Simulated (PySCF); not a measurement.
Radial density of Mg (magnesium, neutral)

B97-3, [Ne] 3s1 3d1, high-spin 3D determinant (an excited configuration). Calculation: PySCF 2.14, in aug-cc-pVTZ with one added diffuse shell each of s, p, d, f type (7s6p4d3f, 66 functions); the non-relativistic Hamiltonian (point nucleus).

```tsv
r (bohr)	4πr²ρ (e/bohr)	4πr²(ρα − ρβ)
0.00188	0.04624	0.0001
0.00316	0.1267	0.0002
0.00531	0.3406	0.0006
0.00893	0.8832	0.0015
0.0150	2.161	0.0038
0.0253	4.786	0.0083
0.0425	8.993	0.0150
0.0715	12.88	0.0185
0.120	12.12	0.0080
0.202	7.780	-0.0009
0.340	8.977	0.0449
0.572	10.79	0.0552
0.962	4.840	0.0028
1.62	0.8028	0.2557
2.72	0.4258	0.4167
4.58	0.1657	0.1657
7.70	0.1270	0.1270
13.0	0.04068	0.0407
21.8	7.145e-05	0.0001
```

The outer electron is Rydberg-like, and this basis confines it to a smaller radius and binds it less than a complete one would.
